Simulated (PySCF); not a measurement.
Point groups of optimised structures. Level of theory: PBE0/pcSseg-1 in PySCF (dipole) on a GFN2-xTB geometry, gas phase. The symmetry is that of the one conformer found, every atom within 0.08 Å of its image; none is proved a minimum here.

Question: Point group, rotor type and polarity of `[CH2:1]=[C:2]1[Si@@H:3]([OH:4])[C@@H:5]([SiH3:6])[S:7][CH2:8][S@:9]1=[O:10]` with C2–Si3–O4–H 12°, C1–C2–Si3–O4 143°, C2–Si3–C5–Si6 -139°, Si3–C5–S7–C8 -49°, C5–S7–C8–S9 77°?

Answer: C1; asymmetric top; symmetry number 1; this conformer is chiral (no improper operation); dipole 3.37 D; A, B, C = 1090, 638.7, 586.6 MHz.

Question: What symmetry has `FC(F)(F)c1cc2scc(Cl)c2o1`?

Answer: Cs; asymmetric top; symmetry number 1; 2 operations, which sort the 15 atoms into 14 sets; dipole 3.14 D, in the ab plane, which is the mirror; A, B, C = 1101, 371.1, 291.6 MHz.

Question: What symmetry has `[CH3:1][O:2][C:3](=[O:4])/[CH:5]=[CH:6]/[C:7]([F:8])([F:9])[F:10]` with C1–O2–C3–O4 0°, O2–C3–C5–C6 180°, H–C1–O2–C3 60° (nearest H)?

Answer: Cs; near-prolate asymmetric top; symmetry number 1; 2 operations, which sort the 15 atoms into 13 sets; dipole 3.04 D, in the ab plane, which is the mirror.
